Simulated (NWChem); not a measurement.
System: C5H9N; SMILES CC(C)(C)C#N

Parts of the log:

```
             Northwest Computational Chemistry Package (NWChem) 7.3.0
             --------------------------------------------------------

 C3V symmetry detected

                             Geometry "geometry" -> ""
                             -------------------------

 Output coordinates in angstroms (scale by  1.889725989 to convert to a.u.)

  No.       Tag          Charge          X              Y              Z
 ---- ---------------- ---------- -------------- -------------- --------------
    1 C                    6.0000     1.02954114     1.02954114    -0.76870517
    2 C                    6.0000    -0.00000000     0.00000000    -0.28068017
    3 C                    6.0000    -1.40637935     0.37683821    -0.76870517
    4 C                    6.0000     0.37683821    -1.40637935    -0.76870517
    5 C                    6.0000    -0.00000000     0.00000000     1.19274783
    6 N                    7.0000     0.00000000     0.00000000     2.35058583
    7 H                    1.0000     0.78062569     2.04024269    -0.41360867
    8 H                    1.0000     2.04024269     0.78062569    -0.41360867
    9 H                    1.0000     1.04290813     1.04290813    -1.86938717
   10 H                    1.0000    -2.15721484    -0.34407966    -0.41360867
   11 H                    1.0000    -1.42463900     0.38173087    -1.86938717
   12 H                    1.0000    -1.69616302     1.37658915    -0.41360867
   13 H                    1.0000     1.37658915    -1.69616302    -0.41360867
   14 H                    1.0000    -0.34407966    -2.15721484    -0.41360867
   15 H                    1.0000     0.38173087    -1.42463900    -1.86938717

 Effective nuclear repulsion energy (a.u.)     227.1087088170

      Symmetry information
      --------------------

 Group name             C3v
 Group number             17
 Group order               6
 No. of unique centers     6

                                 NWChem DFT Module
                                 -----------------

 Summary of "ao basis" -> "ao basis" (spherical)
 ------------------------------------------------------------------------------
       Tag                 Description            Shells   Functions and Types
 ---------------- ------------------------------  ------  ---------------------
 C                          6-31+g*                  8       18   4s3p1d
 N                          6-31+g*                  8       18   4s3p1d
 H                          6-31+g*                  2        2   2s

      Symmetry analysis of basis
      --------------------------

        a1         41
        a2          7
        e          78

  Rotation of axis

            General Information
            -------------------
          SCF calculation type: DFT
          Wavefunction type:  closed shell.
          No. of atoms     :    15
          No. of electrons :    46
           Alpha electrons :    23
            Beta electrons :    23
          Charge           :     0
          Spin multiplicity:     1
          Use of symmetry is: on ; symmetry adaption is: on
          Maximum number of iterations: 150
          AO basis - number of functions:   126
                     number of shells:    66
          Convergence on energy requested:  1.00D-06
          Convergence on density requested:  1.00D-05
          Convergence on gradient requested:  5.00D-04

              XC Information
              --------------
                         B3LYP Method XC Potential
                     Hartree-Fock (Exact) Exchange  0.200
                        Slater Exchange Functional  0.800 local
                    Becke 1988 Exchange Functional  0.720 non-local
              Lee-Yang-Parr Correlation Functional  0.810
                  VWN I RPA Correlation Functional  0.190 local

             Grid Information
             ----------------
          Grid used for XC integration:  medium
          Radial quadrature: Mura-Knowles
          Angular quadrature: Lebedev.
          Tag              B.-S. Rad. Rad. Pts. Rad. Cut. Ang. Pts.
          ---              ---------- --------- --------- ---------
          C                   0.70       49          12.0       434
          N                   0.65       49          13.0       434
          H                   0.35       45          13.0       434
          Grid pruning is: on
          Number of quadrature shells:   286
          Spatial weights used:  Erf1

      Superposition of Atomic Density Guess
      -------------------------------------

 Sum of atomic energies:        -247.09719310

      Non-variational initial energy
      ------------------------------

 Total energy =    -250.921802
 1-e energy   =    -780.382888
 2-e energy   =     302.352378
 HOMO         =      -0.397428
 LUMO         =       0.035549

      Symmetry analysis of molecular orbitals - initial
      -------------------------------------------------

  Numbering of irreducible representations:

     1 a1          2 a2          3 e

  Orbital symmetries:

     1 a1          2 a1          3 a1          4 e           5 e
     6 a1          7 a1          8 a1          9 e          10 e
    11 a1         12 a1         13 e          14 e          15 a1
    16 e          17 e          18 a2         19 e          20 e
    21 a1         22 e          23 e          24 e          25 e
    26 a1         27 a1         28 e          29 e          30 a1
    31 e          32 e          33 a1

     ---------------------------------------------
      Total Density - Mulliken Population Analysis
     ---------------------------------------------

    Atom       Charge   Shell Charges
 -----------   ------   -------------------------------------------------------
    1 C    6     6.72   2.00  0.72  2.03  0.69  1.20  0.02  0.03  0.03
    2 C    6     6.38   2.00  0.68  1.80  0.55  0.94  0.12  0.24  0.05
    3 C    6     6.72   2.00  0.72  2.03  0.69  1.20  0.02  0.03  0.03
    4 C    6     6.72   2.00  0.72  2.03  0.69  1.20  0.02  0.03  0.03
    5 C    6     5.27   2.00  0.75  1.61  0.42  0.40 -0.05  0.09  0.05
    6 N    7     7.80   2.00  0.88  2.44  1.07  1.39 -0.02  0.01  0.04
    7 H    1     0.71   0.47  0.24
    8 H    1     0.71   0.47  0.24
    9 H    1     0.71   0.46  0.24
   10 H    1     0.71   0.47  0.24
   11 H    1     0.71   0.46  0.24
   12 H    1     0.71   0.47  0.24
   13 H    1     0.71   0.47  0.24
   14 H    1     0.71   0.47  0.24
   15 H    1     0.71   0.46  0.24

   convergence    iter        energy       DeltaE   RMS-Dens  Diis-err
 ---------------- ----- ----------------- --------- --------- ---------
 d= 0,ls=0.0,diis     1   -250.5926589607 -4.78D+02  1.57D-02  8.47D-01
 d= 0,ls=0.0,diis     2   -250.3564342840  2.36D-01  1.02D-02  2.98D+00
 d= 0,ls=0.0,diis     3   -250.6910094866 -3.35D-01  1.98D-03  9.84D-02
 d= 0,ls=0.0,diis     4   -250.7013031782 -1.03D-02  5.92D-04  3.72D-03
 d= 0,ls=0.0,diis     5   -250.7017011116 -3.98D-04  2.38D-04  4.18D-04
  Resetting Diis
 d= 0,ls=0.0,diis     6   -250.7017516285 -5.05D-05  3.10D-05  5.64D-06
 d= 0,ls=0.0,diis     7   -250.7017521950 -5.67D-07  2.35D-05  1.15D-06
 d= 0,ls=0.0,diis     8   -250.7017519486  2.46D-07  1.24D-05  3.26D-06
 d= 0,ls=0.0,diis     9   -250.7017523179 -3.69D-07  3.08D-06  2.92D-07

         Total DFT energy =     -250.701752317941
      One electron energy =     -785.727174282243
           Coulomb energy =      345.261411254517
    Exchange-Corr. energy =      -37.344698107218
 Nuclear repulsion energy =      227.108708817002

 Numeric. integr. density =       45.999951448373

                  Occupations of the irreducible representations
                  ----------------------------------------------

                     irrep           alpha         beta
                     --------     --------     --------
                     a1               10.0         10.0
                     a2                1.0          1.0
                     e                12.0         12.0

                       DFT Final Molecular Orbital Analysis
                       ------------------------------------

 Vector   21  Occ=2.000000D+00  E=-3.575375D-01  Symmetry=a1
              MO Center= -2.3D-15,  6.2D-16,  1.8D+00, r^2= 3.1D+00
   Bfn.  Coefficient  Atom+Function         Bfn.  Coefficient  Atom+Function
  ----- ------------  ---------------      ----- ------------  ---------------
    95      0.465066   6 N  pz               96      0.427341   6 N  s
    77     -0.303229   5 C  pz               28     -0.220280   2 C  s
    92      0.198009   6 N  s                23      0.187187   2 C  pz
    99      0.164188   6 N  pz              100      0.134218   6 N  s
    81     -0.117963   5 C  pz                5     -0.091432   1 C  pz

 Vector   22  Occ=2.000000D+00  E=-3.278559D-01  Symmetry=e
              MO Center=  6.8D-02, -2.6D-02,  1.3D+00, r^2= 2.7D+00
   Bfn.  Coefficient  Atom+Function         Bfn.  Coefficient  Atom+Function
  ----- ------------  ---------------      ----- ------------  ---------------
    94      0.418395   6 N  py               76      0.330429   5 C  py
    98      0.231285   6 N  py               22     -0.191918   2 C  py
    80      0.172691   5 C  py               58      0.150307   4 C  py
     4      0.116508   1 C  py               59      0.090338   4 C  pz
    93      0.088402   6 N  px                5     -0.084912   1 C  pz

[...]
```

Level: B3LYP/6-31+G* (spherical d). The geometry was optimised at PBE0/def2-SVP.

Q: Reconstruct the input file.

A: Several could match; the one computed here: the input that was run:
```
start job
memory heap 200 mb stack 900 mb global 1100 mb
geometry units angstroms noautoz
  C     -0.268926     1.430940    -0.759799
  C      0.000000     0.000000    -0.271774
  C     -1.104767    -0.948367    -0.759799
  C      1.373693    -0.482573    -0.759799
  C      0.000000     0.000000     1.201654
  N      0.000000     0.000000     2.359492
  H     -1.243741     1.795895    -0.404693
  H      0.507001     2.124795    -0.404712
  H     -0.272446     1.449513    -1.860481
  H     -0.933421    -1.975058    -0.404693
  H     -1.119092    -0.960702    -1.860481
  H     -2.093627    -0.623322    -0.404712
  H      2.177161     0.179163    -0.404693
  H      1.586626    -1.501473    -0.404712
  H      1.391538    -0.488811    -1.860481
end
basis spherical
  * library 6-31+g*
end
dft
  xc b3lyp
  iterations 150
  mulliken
end
task dft energy
```
